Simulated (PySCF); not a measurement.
Species: C₅H₅FO.
Bonds: C1–C2, C2–C3 (double), C3–C4 (double), C4–F5, C2–C6, C6–O7 (double). Hydrogens: H8, H9, H10 on C1; H11 on C4; H12 on C6.

Level of theory: PBE0-D3(BJ)/def2-SVP geometry optimisation, gas phase in PySCF 2.14.0.

(1) List the bond lengths, angles and torsions at this level.

## Answers

(1) 
| bond | length (bohr) | order |
| --- | --- | --- |
| C1–C2 | 2.830 | single |
| C2=C3 | 2.493 | double |
| C3=C4 | 2.473 | double |
| C4–F5 | 2.517 | single |
| C2–C6 | 2.820 | single |
| C6=O7 | 2.274 | double |
| C1–H8, C1–H9, C1–H10 | 2.077 | single |
| C4–H11 | 2.070 | single |
| C6–H12 | 2.112 | single |

Bonds in one row agree within 0.02 bohr and their mean is given. Orders are formal, as drawn. A selection of angles:
| angle | degrees |
| --- | --- |
| C2–C1–H8 | 109.7 |
| C2–C1–H9 | 111.7 |
| H8–C1–H9 | 109.2 |
| H8–C1–H10 | 106.4 |
| C1–C2–C3 | 125.4 |
| C1–C2–C6 | 117.0 |
| C3–C2–C6 | 117.5 |
| C2–C3–C4 | 176.7 |
| C3–C4–F5 | 123.6 |
| C3–C4–H11 | 123.1 |
| F5–C4–H11 | 113.2 |
| C2–C6–O7 | 122.9 |
| C2–C6–H12 | 114.9 |
| O7–C6–H12 | 122.3 |

Torsions: C1–C2–C6–O7 -1° (synperiplanar). The mirror-image conformer, all signs reversed, is as good.

The 4 C–C bonds span 1.309 Å (C3=C4, drawn double) to 1.497 Å (C1–C2, drawn single), a spread of 0.188 Å. Of the pairs four or more bonds apart, O7···H10 is among the closest relative to their van der Waals radii: 2.74 Å, 101 % of the sum of Bondi's values.

Point group: C1 (no symmetry element, even within 0.4 Å). Not checked by PBE0-D3(BJ)/def2-SVP frequencies. The numbers are those of one conformer.
